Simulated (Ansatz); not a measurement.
CH$_{9}$NOSi$_{2}$, SMILES `N[SiH2][SiH2]CO`. The species carries charge 0 and has multiplicity 1. The geometry is a stationary point of PBE0-D4/def2-TZVP. It is one conformer, not always the lowest.

```xyz
14

N    -2.696    0.910   -0.642
Si   -0.979    1.043   -0.491
Si    0.136   -0.927    0.150
C     2.026   -0.718    0.147
O     2.450    0.314    1.030
H    -3.083    0.278   -1.325
H    -3.254    0.903    0.198
H    -0.713    2.105    0.516
H    -0.427    1.466   -1.809
H    -0.243   -2.059   -0.749
H    -0.267   -1.314    1.538
H     2.358   -0.420   -0.851
H     2.528   -1.670    0.368
H     2.164    0.089    1.919
```

(1) What is the dipole moment at r2SCAN/def2-TZVPP? (Best estimate.)

(2) And with PBE, B3LYP, ωB97M-V? (Estimate.)

(3) Give the Mulliken charges with r2SCAN, B3LYP, PBE in def2-TZVPP. (Estimate.)

## Answers

(1) The calculation gave: 2.12 D, with components (-1.33, -1.56, 0.55) D in this frame, pointing from negative to positive charge.

(2) Computed: PBE 2.05 D, B3LYP 2.17 D, ωB97M-V 2.20 D.

(3) The calculation gave: 
| atom | r2SCAN | B3LYP | PBE |
| --- | --- | --- | --- |
| N1 | -0.44 | -0.40 | -0.38 |
| Si2 | 0.37 | 0.35 | 0.28 |
| Si3 | 0.14 | 0.15 | 0.08 |
| C4 | 0.00 | -0.08 | -0.08 |
| O5 | -0.36 | -0.35 | -0.31 |
| H6 | 0.15 | 0.13 | 0.15 |
| H7 | 0.15 | 0.14 | 0.15 |
| H8 | -0.08 | -0.07 | -0.06 |
| H9 | -0.08 | -0.08 | -0.06 |
| H10 | -0.09 | -0.09 | -0.07 |
| H11 | -0.09 | -0.09 | -0.07 |
| H12 | 0.06 | 0.10 | 0.10 |
| H13 | 0.06 | 0.09 | 0.09 |
| H14 | 0.20 | 0.19 | 0.19 |

B3LYP here is the variant with VWN-RPA as its local correlation; programs differ in this.
